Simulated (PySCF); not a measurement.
Fractional electron number in Zr (zirconium, neutral)

The 5s beta orbital of [Kr] 4d2 5s2 is emptied in steps (occupation f), with all orbitals relaxed, ending at [Kr] 4d2 5s1. Computed with PySCF 2.14 in def2-TZVP with the def2 core potential (28 electrons) (6s4p3d1f, 40 functions), with scalar relativity through the core potential. The exact energy is a straight line in f; departures are measured from the line between the end points of the same method.

**Question.** Among PBE0, r2SCAN, LC-wPBE, which shows the largest delocalisation error (convex curve), and which is closest to linear?

**Answer.** Most convex: r2SCAN (-0.473 eV at f = 0.5); closest to linear: LC-wPBE (0.035 eV).

| f | PBE0 (eV) | r2SCAN (eV) | LC-wPBE (eV) |
| --- | --- | --- | --- |
| 1 | 0.000 | 0.000 | 0.000 |
| 0.9 | -0.155 | -0.182 | 0.015 |
| 0.7 | -0.361 | -0.413 | 0.032 |
| 0.5 | -0.430 | -0.473 | 0.035 |
| 0.3 | -0.360 | -0.374 | 0.025 |
| 0.1 | -0.149 | -0.142 | 0.011 |
| 0 | 0.000 | 0.000 | 0.000 |

```tsv
method	E(f=0) − E(f=1) (eV)	−ε at f=1 (eV)	−ε at f=0.5 (eV)
PBE0	6.311	4.593	6.313
r2SCAN	6.153	4.107	6.258
LC-wPBE	6.079	6.248	6.057
```

As f goes to zero the orbital energy of a semilocal functional can turn back, because the density of that orbital vanishes from the exchange-correlation potential.

Reference removal energy between the ground levels: 6.634 eV (measured; NIST Atomic Spectra Database, ionization energies). The calculation has no spin-orbit coupling.
